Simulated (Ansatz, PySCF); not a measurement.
Si(Cl)2(H)(SeH) (Cl2H2SeSi), SMILES Cl[SiH](Cl)[SeH]. Atoms are numbered in the order given.

```xyz
6

Si    -0.4548     0.2480     0.5333
Cl    -2.0369    -0.8201    -0.2528
Cl    -0.5389     2.2124    -0.1091
Se     1.4192    -0.8112    -0.2094
H     -0.5697     0.2699     2.0076
H      2.3032     0.1725     0.4505
```
Charge 0, spin multiplicity 1.

Geometry optimised at B3LYP-D3(BJ)/def2-SVP. This is a generated structure with no PubChem entry under its InChIKey; it may be hypothetical. Other conformers were not sampled.

Two levels are set side by side: PBE-D3(BJ)/def2-SVP (Ansatz, a first-principles code) and B3LYP-D3(BJ)/def2-SVP (Ansatz). Each level has its own optimised geometry; the coordinates shown are those of the second. Frequencies come from the Hessian of PySCF at each geometry. Differences are taken from unrounded values.

```csv
quantity,B3LYP-D3(BJ),PBE-D3(BJ),PBE-D3(BJ) minus B3LYP-D3(BJ)
mean bond length (Å),1.873,1.881,0.008
bond Si1–Cl2 (Å),2.065,2.069,0.005
bond Si1–Cl3 (Å),2.068,2.074,0.006
bond Si1–Se4 (Å),2.277,2.280,0.003
bond Si1–H5 (Å),1.479,1.494,0.015
bond Se4–H6 (Å),1.478,1.488,0.010
highest harmonic wavenumber (cm⁻¹),2399,2347,-52
mean harmonic wavenumber (cm⁻¹),757,734,-23
zero-point energy (kcal/mol),12.98,12.59,-0.39
```

GGA bonds tend to be longer and softer than those of functionals with exact exchange. Differences between two approximate levels are no errors against the true value.
